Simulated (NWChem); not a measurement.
System: C₂H₅F₃Si; SMILES F[SiH2]CC(F)F

Output (shortened):

```
             Northwest Computational Chemistry Package (NWChem) 7.3.0
             --------------------------------------------------------

 C1  symmetry detected

                             Geometry "geometry" -> ""
                             -------------------------

 Output coordinates in angstroms (scale by  1.889725989 to convert to a.u.)

  No.       Tag          Charge          X              Y              Z
 ---- ---------------- ---------- -------------- -------------- --------------
    1 F                    9.0000    -0.51195958     2.70540238     0.04389064
    2 Si                  14.0000     0.43138229     1.38119301    -0.03717923
    3 C                    6.0000    -0.69558430    -0.11221981     0.17081753
    4 C                    6.0000    -0.08984928    -1.39030596    -0.33923276
    5 F                    9.0000    -0.79932445    -2.46468582     0.06711929
    6 F                    9.0000     1.17175251    -1.52557495     0.15668114
    7 H                    1.0000     1.44104274     1.47420402     1.04857391
    8 H                    1.0000     1.08140131     1.36021806    -1.37784348
    9 H                    1.0000    -1.64798747     0.08073411    -0.34846346
   10 H                    1.0000    -0.92754932    -0.24449192     1.24060156
   11 H                    1.0000    -0.01787426    -1.42848635    -1.44108761

 Effective nuclear repulsion energy (a.u.)     314.4595881544

                                 NWChem DFT Module
                                 -----------------

 Summary of "ao basis" -> "ao basis" (spherical)
 ------------------------------------------------------------------------------
       Tag                 Description            Shells   Functions and Types
 ---------------- ------------------------------  ------  ---------------------
 F                         def2-tzvp                11       31   5s3p2d1f
 Si                        def2-tzvp                13       37   5s5p2d1f
 C                         def2-tzvp                11       31   5s3p2d1f
 H                         def2-tzvp                 4        6   3s1p

            General Information
            -------------------
          SCF calculation type: DFT
          Wavefunction type:  closed shell.
          No. of atoms     :    11
          No. of electrons :    58
           Alpha electrons :    29
            Beta electrons :    29
          Charge           :     0
          Spin multiplicity:     1
          Use of symmetry is: off; symmetry adaption is: off
          Maximum number of iterations: 150
          AO basis - number of functions:   222
                     number of shells:    88
          Convergence on energy requested:  1.00D-06
          Convergence on density requested:  1.00D-05
          Convergence on gradient requested:  5.00D-04

              XC Information
              --------------
                     Hartree-Fock (Exact) Exchange  1.000
                   CAM-Becke88 Exchange Functional  1.000
                      VWN V Correlation Functional  0.190 local
              Lee-Yang-Parr Correlation Functional  0.810

           Range-Separation Parameters
           ---------------------------
           Alpha           :  0.19
           Beta            :  0.46
           Gamma           :  0.33
           Short-Range HF  :     F

             Grid Information
             ----------------
          Grid used for XC integration:  medium
          Radial quadrature: Mura-Knowles
          Angular quadrature: Lebedev.
          Tag              B.-S. Rad. Rad. Pts. Rad. Cut. Ang. Pts.
          ---              ---------- --------- --------- ---------
          F                   0.50       49          12.0       434
          Si                  1.10       88          10.0       590
          C                   0.70       49          11.0       434
          H                   0.35       45          11.0       434
          Grid pruning is: on
          Number of quadrature shells:   558
          Spatial weights used:  Erf1

      Superposition of Atomic Density Guess
      -------------------------------------

 Sum of atomic energies:        -664.93134801

      Non-variational initial energy
      ------------------------------

 Total energy =    -667.085573
 1-e energy   =   -1547.645225
 2-e energy   =     566.100063
 HOMO         =      -0.378410
 LUMO         =       0.038537

     ---------------------------------------------
      Total Density - Mulliken Population Analysis
     ---------------------------------------------

    Atom       Charge   Shell Charges
 -----------   ------   -------------------------------------------------------
    1 F    9     9.53   0.77  1.20  0.61  1.01  0.31  2.37  2.36  0.88  0.00  0.01  0.00
    2 Si  14    13.14   2.00  0.59  1.39  0.83  0.42  4.11  1.73  0.48  1.00  0.27  0.14  0.13  0.05
    3 C    6     6.60   0.86  1.12  0.56  0.69  0.08  1.29  1.51  0.45  0.01  0.03  0.00
    4 C    6     5.27   0.85  1.13  0.50  0.60  0.11  0.87  0.89  0.12  0.04  0.15  0.02
    5 F    9     9.37   0.77  1.20  0.61  1.00  0.31  2.33  2.31  0.83  0.00  0.01  0.00
    6 F    9     9.38   0.77  1.20  0.61  1.00  0.31  2.33  2.31  0.83  0.00  0.01  0.00
    7 H    1     1.06   0.23  0.54  0.28  0.01
    8 H    1     1.06   0.23  0.55  0.28  0.01
    9 H    1     0.82   0.23  0.43  0.13  0.02
   10 H    1     0.83   0.23  0.43  0.13  0.02
   11 H    1     0.93   0.25  0.48  0.18  0.02

   convergence    iter        energy       DeltaE   RMS-Dens  Diis-err
 ---------------- ----- ----------------- --------- --------- ---------
 d= 0,ls=0.0,diis     1   -668.2259686409 -9.83D+02  4.50D-03  1.93D+00
 d= 0,ls=0.0,diis     2   -668.2432081962 -1.72D-02  2.18D-03  1.89D+00
 d= 0,ls=0.0,diis     3   -668.3812760243 -1.38D-01  5.24D-04  8.26D-02
 d= 0,ls=0.0,diis     4   -668.3863160960 -5.04D-03  1.44D-04  5.14D-03
 d= 0,ls=0.0,diis     5   -668.3867439524 -4.28D-04  3.26D-05  2.32D-04
  Resetting Diis
 d= 0,ls=0.0,diis     6   -668.3867638348 -1.99D-05  1.21D-05  3.27D-05
 d= 0,ls=0.0,diis     7   -668.3867661432 -2.31D-06  6.40D-06  2.54D-06
 d= 0,ls=0.0,diis     8   -668.3867661472 -4.00D-09  2.76D-06  3.28D-06

         Total DFT energy =     -668.386766147234
      One electron energy =    -1550.964922374639
           Coulomb energy =      633.158541103348
    Exchange-Corr. energy =      -65.039973030368
 Nuclear repulsion energy =      314.459588154425

 Numeric. integr. density =       57.999990769473

                       DFT Final Molecular Orbital Analysis
                       ------------------------------------

 Vector   27  Occ=2.000000D+00  E=-4.272452D-01
              MO Center=  6.9D-02, -8.1D-01, -7.5D-02, r^2= 3.5D+00
   Bfn.  Coefficient  Atom+Function         Bfn.  Coefficient  Atom+Function
  ----- ------------  ---------------      ----- ------------  ---------------
   138      0.198302   5 F  pz              218      0.187298  11 H  s
   169      0.185700   6 F  pz              107     -0.171824   4 C  pz
    74     -0.166543   3 C  px              141      0.159381   5 F  pz
   172      0.148645   6 F  pz              168      0.143212   6 F  py
    77     -0.141214   3 C  px               73     -0.132219   3 C  s

 Vector   28  Occ=2.000000D+00  E=-4.112724D-01
              MO Center=  7.1D-01,  1.2D+00, -1.5D-01, r^2= 3.3D+00
   Bfn.  Coefficient  Atom+Function         Bfn.  Coefficient  Atom+Function
  ----- ------------  ---------------      ----- ------------  ---------------
    48      0.246969   2 Si pz              200     -0.211014   8 H  s
   194      0.191752   7 H  s               201     -0.171953   8 H  s
     8     -0.169382   1 F  pz              195      0.147781   7 H  s
   199     -0.137661   8 H  s                11     -0.134852   1 F  pz
   193      0.124922   7 H  s                14     -0.103309   1 F  pz

 Vector   29  Occ=2.000000D+00  E=-4.027436D-01
              MO Center= -1.4D-01,  2.6D-01,  1.9D-02, r^2= 3.5D+00
   Bfn.  Coefficient  Atom+Function         Bfn.  Coefficient  Atom+Function
  ----- ------------  ---------------      ----- ------------  ---------------
    75      0.247000   3 C  py               78      0.201524   3 C  py
    46     -0.189728   2 Si px              137      0.153282   5 F  py
    47     -0.150357   2 Si py               74      0.147121   3 C  px
   140      0.123914   5 F  py               77      0.119569   3 C  px
     6      0.118098   1 F  px                7      0.105959   1 F  py

 Vector   30  Occ=0.000000D+00  E= 3.902043D-02
              MO Center=  5.6D-01,  1.3D+00, -6.4D-02, r^2= 4.7D+00
   Bfn.  Coefficient  Atom+Function         Bfn.  Coefficient  Atom+Function
  ----- ------------  ---------------      ----- ------------  ---------------
    50      1.147724   2 Si py               36     -0.886327   2 Si s
    73      0.652479   3 C  s               104      0.371153   4 C  s
    49     -0.354791   2 Si px               81      0.343833   3 C  py
    80      0.341572   3 C  px                5     -0.329442   1 F  s
   201      0.321393   8 H  s               219     -0.320425  11 H  s

 Vector   31  Occ=0.000000D+00  E= 5.974826D-02
              MO Center= -1.8D-01,  7.7D-01, -2.2D-01, r^2= 7.1D+00
   Bfn.  Coefficient  Atom+Function         Bfn.  Coefficient  Atom+Function
  ----- ------------  ---------------      ----- ------------  ---------------
    73      3.337116   3 C  s                49      1.333285   2 Si px
   213     -1.236322  10 H  s               207     -1.147736   9 H  s
   219     -0.833367  11 H  s                36     -0.786921   2 Si s
    50      0.693422   2 Si py              195     -0.614252   7 H  s
    81      0.596406   3 C  py              104      0.535610   4 C  s

 Vector   32  Occ=0.000000D+00  E= 9.205482D-02
              MO Center=  1.5D-01, -3.8D-02, -7.2D-01, r^2= 8.3D+00
   Bfn.  Coefficient  Atom+Function         Bfn.  Coefficient  Atom+Function
  ----- ------------  ---------------      ----- ------------  ---------------
    73      2.697405   3 C  s               104     -2.459000   4 C  s
   219      2.154015  11 H  s                36     -1.592048   2 Si s
   213     -0.997114  10 H  s                51     -0.831355   2 Si pz
    80      0.799632   3 C  px              195      0.728596   7 H  s
    50      0.719904   2 Si py              113      0.723116   4 C  pz

     ---------------------------------------------
      Total Density - Mulliken Population Analysis
     ---------------------------------------------

    Atom       Charge   Shell Charges
 -----------   ------   -------------------------------------------------------
    1 F    9     9.34   0.77  1.20  0.61  0.96  0.36  2.29  2.12  1.01  0.00  0.01  0.00
    2 Si  14    13.46   2.00  0.57  1.39  0.88  0.34  4.13  1.68  0.62  1.15  0.20  0.21  0.22  0.07
    3 C    6     6.34   0.85  1.12  0.50  0.65  0.08  1.36  1.30  0.43  0.01  0.02  0.00
    4 C    6     5.72   0.85  1.12  0.53  0.59  0.09  1.23  0.94  0.11  0.05  0.19  0.03
    5 F    9     9.20   0.77  1.20  0.62  0.96  0.36  2.29  2.10  0.88  0.00  0.01  0.00
    6 F    9     9.21   0.77  1.20  0.62  0.96  0.36  2.29  2.10  0.90  0.00  0.01  0.00
    7 H    1     1.04   0.25  0.52  0.26  0.01
    8 H    1     1.05   0.25  0.53  0.27  0.01
    9 H    1     0.86   0.27  0.47  0.10  0.02
   10 H    1     0.86   0.27  0.47  0.10  0.02
   11 H    1     0.91   0.28  0.49  0.13  0.02

     -------------------------------------------
      Total Density - Lowdin Population Analysis
     -------------------------------------------

    Atom       Charge   Shell Charges
 -----------   ------   -------------------------------------------------------
    1 F    9     9.02   0.86  1.10  0.60  0.71  0.39  2.15  2.14  1.06  0.00  0.01  0.00
    2 Si  14    13.76   2.00  0.83  1.09  0.50  0.30  3.85  1.87  0.70  1.05  0.49  0.23  0.60  0.24
    3 C    6     6.37   0.91  1.04  0.36  0.34  0.19  1.17  1.43  0.66  0.02  0.24  0.02
    4 C    6     6.50   0.91  1.03  0.37  0.31  0.17  1.05  1.14  0.46  0.08  0.81  0.17
    5 F    9     8.85   0.86  1.10  0.59  0.68  0.37  2.15  2.11  0.96  0.00  0.03  0.00
    6 F    9     8.86   0.86  1.10  0.59  0.68  0.37  2.15  2.11  0.96  0.00  0.03  0.00
    7 H    1     1.04   0.25  0.47  0.30  0.02
    8 H    1     1.04   0.25  0.47  0.30  0.02
    9 H    1     0.84   0.25  0.38  0.16  0.06
   10 H    1     0.84   0.25  0.38  0.16  0.06
   11 H    1     0.87   0.26  0.40  0.16  0.05

     Multipole analysis of the density
     ---------------------------------

     L   x y z        total         alpha         beta         nuclear
     -   - - -        -----         -----         ----         -------
     0   0 0 0     -0.000000    -29.000000    -29.000000     58.000000

     1   1 0 0     -0.111048     -0.055524     -0.055524     -0.000000
     1   0 1 0      0.078353      0.039177      0.039177     -0.000000
     1   0 0 1     -0.331352     -0.165676     -0.165676     -0.000000

     2   2 0 0    -31.749788    -74.521644    -74.521644    117.293500
     2   1 1 0      1.409946     -3.671081     -3.671081      8.752109
     2   1 0 1     -0.081536      0.525221      0.525221     -1.131977
     2   0 2 0    -38.405325   -351.316347   -351.316347    664.227370
     2   0 1 1      1.212834     -0.863468     -0.863468      2.939770
     2   0 0 2    -29.386608    -28.797102    -28.797102     28.207597
```

Level: CAM-B3LYP/def2-TZVP. Geometry: optimised at PBE0/def2-SVP.

Problem. Which NWChem input produces such a log?

Solution. Several could match; the one computed here: the input that was run:
```
start job
memory heap 200 mb stack 900 mb global 1100 mb
geometry units angstroms noautoz
  F     -0.572047     2.704921     0.014744
  Si     0.393299     1.400763    -0.116693
  C     -0.684665    -0.114766     0.174449
  C     -0.084621    -1.383959    -0.363758
  F     -0.742650    -2.469760     0.095375
  F      1.208814    -1.487451     0.051191
  H      1.468050     1.525316     0.901306
  H      0.956511     1.381860    -1.496106
  H     -1.672385     0.052877    -0.284093
  H     -0.844717    -0.242446     1.257880
  H     -0.082465    -1.430434    -1.467641
end
basis spherical
  * library def2-tzvp
end
dft
  xc xcamb88 1.00 lyp 0.81 vwn_5 0.19 hfexch 1.00
  cam 0.33 cam_alpha 0.19 cam_beta 0.46
  iterations 150
  semidirect filesize 400000000
  mulliken
end
task dft energy
```
